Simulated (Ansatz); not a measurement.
Si(F)(NHSiH3)2(Cl) (ClFH8N2Si3), SMILES [SiH3]N[Si](Cl)(N[SiH3])F.

Geometry optimised at PBE0-D3(BJ)/def2-SVP. One conformer was computed; it need not be the lowest.

Two levels are set side by side: PBE/def2-SVPD (Ansatz, an electronic-structure program) and PBE0/def2-SVPD (Ansatz). Energy differences of separate SCF runs at the same geometry; the states with an electron removed or added have multiplicity 2 and 2. Differences are taken from unrounded values.

```json
[
 {"quantity": "vertical ionisation energy (eV)", "PBE0": "9.72", "PBE": "9.15", "PBE minus PBE0": "-0.57"},
 {"quantity": "vertical singlet–triplet gap (eV)", "PBE0": "6.26", "PBE": "5.62", "PBE minus PBE0": "-0.64"}
]
```
